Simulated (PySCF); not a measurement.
# Radial density of Se⁺ (selenium, charge +1)

UHF, [Ar] 3d10 4s2 4p3, high-spin 4S determinant. Calculation: PySCF 2.14, in aug-cc-pVDZ-PP with ECP10MDF; scalar relativity through the core potential. This is the valence pseudo-density: the core potential removes the inner electrons and smooths the orbitals near the nucleus.

```json
{"r (bohr)": "0.000659", "4πr²ρ (e/bohr)": "2.908e-05", "4πr²(ρα − ρβ)": "0.0000"}
{"r (bohr)": "0.00111", "4πr²ρ (e/bohr)": "8.214e-05", "4πr²(ρα − ρβ)": "0.0000"}
{"r (bohr)": "0.00186", "4πr²ρ (e/bohr)": "0.0002314", "4πr²(ρα − ρβ)": "0.0000"}
{"r (bohr)": "0.00313", "4πr²ρ (e/bohr)": "0.0006466", "4πr²(ρα − ρβ)": "0.0000"}
{"r (bohr)": "0.00527", "4πr²ρ (e/bohr)": "0.001768", "4πr²(ρα − ρβ)": "0.0000"}
{"r (bohr)": "0.00887", "4πr²ρ (e/bohr)": "0.004557", "4πr²(ρα − ρβ)": "0.0000"}
{"r (bohr)": "0.0149", "4πr²ρ (e/bohr)": "0.01024", "4πr²(ρα − ρβ)": "0.0000"}
{"r (bohr)": "0.0251", "4πr²ρ (e/bohr)": "0.01859", "4πr²(ρα − ρβ)": "0.0000"}
{"r (bohr)": "0.0422", "4πr²ρ (e/bohr)": "0.03476", "4πr²(ρα − ρβ)": "0.0000"}
{"r (bohr)": "0.0710", "4πr²ρ (e/bohr)": "0.1449", "4πr²(ρα − ρβ)": "0.0001"}
{"r (bohr)": "0.119", "4πr²ρ (e/bohr)": "1.145", "4πr²(ρα − ρβ)": "0.0004"}
{"r (bohr)": "0.201", "4πr²ρ (e/bohr)": "6.717", "4πr²(ρα − ρβ)": "0.0227"}
{"r (bohr)": "0.338", "4πr²ρ (e/bohr)": "24.06", "4πr²(ρα − ρβ)": "0.2142"}
{"r (bohr)": "0.568", "4πr²ρ (e/bohr)": "29.90", "4πr²(ρα − ρβ)": "0.1349"}
{"r (bohr)": "0.955", "4πr²ρ (e/bohr)": "8.730", "4πr²(ρα − ρβ)": "0.3031"}
{"r (bohr)": "1.61", "4πr²ρ (e/bohr)": "3.516", "4πr²(ρα − ρβ)": "1.6856"}
{"r (bohr)": "2.70", "4πr²ρ (e/bohr)": "1.211", "4πr²(ρα − ρβ)": "0.8634"}
{"r (bohr)": "4.55", "4πr²ρ (e/bohr)": "0.07191", "4πr²(ρα − ρβ)": "0.0629"}
{"r (bohr)": "7.65", "4πr²ρ (e/bohr)": "3.685e-05", "4πr²(ρα − ρβ)": "0.0000"}
```

Energies and moments cover only the electrons outside the core potential.
